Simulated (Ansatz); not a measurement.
Consider the homolysis of the In–N bond: `C[N](C)[In]([SH])[Cl]` → `[SH][In][Cl]`• + `C[N]C`•.

Gas-phase electronic energies from Ansatz, PBE0-D4/def2-TZVP geometries. CCSD(T)/CBS is the MP2 limit (def2-TZVPP, def2-QZVPP) plus CCSD(T) − MP2 in def2-TZVPP, frozen cores. Functionals use def2-TZVPP. Open shells (•) are unrestricted, without spin–orbit coupling. Elements past krypton have def2 core potentials. For In outer-core shells are correlated without core-valence functions, which leaves a few kJ/mol of doubt a bond. One conformer a species, not always the lowest.

```json
{"level": "PBE", "ΔE (kcal/mol)": "50.2"}
{"level": "HF/def2-TZVPP", "ΔE (kcal/mol)": "28.6"}
{"level": "HF/CBS(def2)", "ΔE (kcal/mol)": "28.7"}
{"level": "CCSD/CBS(def2)", "ΔE (kcal/mol)": "60.6"}
```

Task: What does CCSD(T)/CBS give? (Best estimate.)

Result: Ansatz gave: +63.6 kcal/mol. The listed levels differ from it by -13.4, -35.0, -34.9, -3.0 kcal/mol.

Largest T1 diagnostic among the species: 0.018.

From PBE to PBE0 (25 % exact exchange), in def2-TZVPP and without D4, ΔE moves by +1.3 kcal/mol. In def2-TZVPP, CCSD(T) changes the Hartree–Fock value by +31.6 kcal/mol (the triples alone add +3.0 kcal/mol) and MP2 by +40.0 kcal/mol; breaking electron pairs costs correlation energy, which Hartree–Fock lacks.
